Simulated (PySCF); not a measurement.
CH4ClGeNSi.
Numbering: `[N:1]#[C:2][Si@H:3]([Cl:4])[GeH3:5]` (hydrogens: H6 on Si3; H7, H8, H9 on Ge5)

Method: PBE0-D3(BJ)/def2-SVP geometry optimisation, gas phase in PySCF 2.14.0; density fitting, grid level 1; the optimiser is geomeTRIC in internal coordinates, started from a GFN2-xTB structure.

Step 0: E = -79478.4590 eV
```
atom  x, y, z in Å  |  force x, y, z in eV/Å
N1      3.3134   -0.3383    0.7613    1.485  -1.190   0.604
C2      2.4632    0.3414    0.4062   -1.685   1.275  -0.618
Si3     1.0324    1.4118   -0.1505    0.443  -0.954  -0.033
Cl4     1.1519    3.1463    0.8638    0.062   0.928   0.508
Ge5    -0.9621    0.2966    0.3515   -0.164  -0.086  -0.016
H6      1.2748    1.6380   -1.5751   -0.026   0.111  -0.463
H7     -1.1631   -0.0022    1.8024    0.194  -0.010   0.868
H8     -2.1833    1.0598   -0.0570   -0.496   0.653  -0.326
H9     -1.0862   -1.0232   -0.3397    0.187  -0.728  -0.525
```

Step 1: E = -79478.6141 eV
```
atom  x, y, z in Å  |  force x, y, z in eV/Å
N1      3.3077   -0.3584    0.7799   -0.082   0.046  -0.018
C2      2.4453    0.3311    0.4217    0.080  -0.063  -0.006
Si3     1.0274    1.3827   -0.1520   -0.002   0.363   0.156
Cl4     1.1571    3.1897    0.8822   -0.038  -0.330  -0.160
Ge5    -1.0097    0.2602    0.3517   -0.204  -0.108   0.066
H6      1.2411    1.6597   -1.5979    0.009  -0.039   0.020
H7     -1.0822    0.0205    1.8810    0.019   0.039  -0.243
H8     -2.2047    1.1405   -0.1002    0.208  -0.130   0.065
H9     -1.0411   -1.0958   -0.4033    0.011   0.221   0.120
```

Q: Estimate the geometry and energy of step 2. (The exact step hangs on the optimiser's Hessian estimate; all steps are aligned on step 1, rigid shifts and turns removed.)

A: E = -79478.6238 eV, largest force 0.206 eV/Å
```
atom  x, y, z in Å  |  force x, y, z in eV/Å
N1      3.2998   -0.3606    0.7789   -0.015  -0.006   0.007
C2      2.4408    0.3314    0.4195    0.026  -0.016  -0.023
Si3     1.0242    1.3856   -0.1522   -0.007   0.184   0.092
Cl4     1.1465    3.1787    0.8839   -0.014  -0.147  -0.074
Ge5    -1.0081    0.2612    0.3534   -0.012  -0.016   0.006
H6      1.2401    1.6565   -1.5976    0.009  -0.017  -0.005
H7     -1.0779    0.0256    1.8684    0.007   0.004   0.003
H8     -2.1892    1.1339   -0.0974    0.004   0.013  -0.006
H9     -1.0354   -1.0820   -0.3938    0.001   0.001  -0.001
```

The energy changes by -0.0097 eV. The first-order estimate −F·Δx gives -0.0166 eV and the mean of the old and new forces, exact on a quadratic surface, -0.0094 eV. The step makes an angle of 50° with the force vector and moves no atom by more than 0.018 Å.

What follows is the cost of the whole optimisation. The run took 22 s on Intel Xeon 6975P-C, one thread, shared host with 192 logical CPUs at a one-minute load of 91, and the process peaked at 0.50 GiB of memory.
